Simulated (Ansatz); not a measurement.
Stepwise reaction of `N#C[SiH](C#N)C#N` with hydrogen, as a gas-phase model of exchange steps in deposition or etching. ΔE in kJ/mol; ΔG adds harmonic PBE0-D4 terms to CCSD(T)/CBS, at 1 bar.

Computed with Ansatz on PBE0-D4/def2-TZVP structures; ΔE is electronic, products minus reactants. CCSD(T)/CBS is the MP2 limit (def2-TZVPP, def2-QZVPP) plus CCSD(T) − MP2 in def2-TZVPP, frozen cores. This one scheme is used for every species. Functionals use def2-TZVPP. B3LYP here is the variant with VWN-RPA as its local correlation; programs differ in this.

```json
{"step": "1", "reaction": "`N#C[SiH](C#N)C#N` + H₂ → `N#C[SiH2]C#N` + `C#N`", "PBE-D4": "-3.1", "B3LYP-D4": "-5.9", "ωB97M-V": "-8.2", "CCSD(T)/CBS": "-6.1", "ΔG(400 K)": "-5.8"}
{"step": "3", "reaction": "`N#C[SiH3]` + H₂ → SiH₄ + `C#N`", "PBE-D4": "19.0", "B3LYP-D4": "17.3", "ωB97M-V": "17.0", "CCSD(T)/CBS": "18.2", "ΔG(400 K)": "23.4"}
```

(1) Give the row of step 2, `N#C[SiH2]C#N` + H₂ → `N#C[SiH3]` + `C#N`. (Estimate.)

(2) By hand: ΔE of the 3 steps together at CCSD(T)/CBS.

Results:

(1) Computed: 
```
step                                   reaction  PBE-D4  B3LYP-D4  ωB97M-V  CCSD(T)/CBS  ΔG(400 K)
   2  `N#C[SiH2]C#N` + H₂ → `N#C[SiH3]` + `C#N`     6.4       4.1      2.8          4.5        7.1
```

(2) (-6.1) + (4.5) + (18.2) = 16.6 kJ/mol, or 5.5 kJ/mol a step.

In ΔE each step is higher than the one before. ΔG lies between -5.8 and 23.4 kJ/mol a step. PBE-D4 differs from CCSD(T)/CBS by 0.8 to 3.0 kJ/mol a step. Isolated molecules leave out the surface, adducts and barriers. Largest T1 diagnostic: 0.015.
